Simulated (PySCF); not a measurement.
**Absolute configuration from chiroptical data**

Computed, not measured: PySCF 2.14.0, TDDFT B3LYP/def2-SVPD circular dichroism and optical rotation, one conformer, gas phase. Geometry: GFN2-xTB.

States above about 8.0 eV (minus the energy of the highest occupied orbital) lie near or above the ionisation threshold and depend on the basis.

Values for one enantiomer of C₆H₈ClF, R in 10⁻⁴⁰ esu² cm² (velocity form):
```
λ (nm)      f      R
   175  0.009   -9.2
   172  0.003   +2.3
   170  0.004   -0.6
   167  0.016   +2.6
   162  0.012  -15.8
   161  0.008  +23.8
   157  0.010  +10.6
   156  0.004  -20.9
   155  0.007   -5.3
   154  0.007   +8.2
   153  0.030  -44.4
   152  0.012  +15.2
```

[α] at 589.3 nm: +70 deg dm⁻¹ (g/mL)⁻¹ (origin-invariant length gauge).

Question: Which structure gives these signs?
A. F[C@H]1C[C@H]2[C@@H]1C[C@H]2Cl
B. F[C@@H]1C[C@@H]2[C@H]1C[C@@H]2Cl

Answer: A. Its CIP labels in SMILES order are S, S, S, R; the other enantiomer gives every sign reversed.

The signs above follow by mirror symmetry from the run on the other enantiomer. Geometry of F[C@@H]1C[C@@H]2[C@H]1C[C@@H]2Cl as run:
```xyz
16

F    -2.671    0.586   -0.146
C    -1.313    0.658   -0.345
C    -0.765   -0.506   -1.181
C     0.044   -1.003    0.027
C    -0.500    0.177    0.865
C     0.910    0.782    0.938
C     1.462   -0.432    0.174
Cl    2.337   -0.064   -1.326
H    -1.108    1.673   -0.700
H    -1.550   -1.194   -1.485
H    -0.176   -0.219   -2.048
H    -0.080   -2.047    0.299
H    -1.049    0.052    1.793
H     1.310    0.882    1.944
H     1.019    1.729    0.415
H     2.123   -1.065    0.765
```
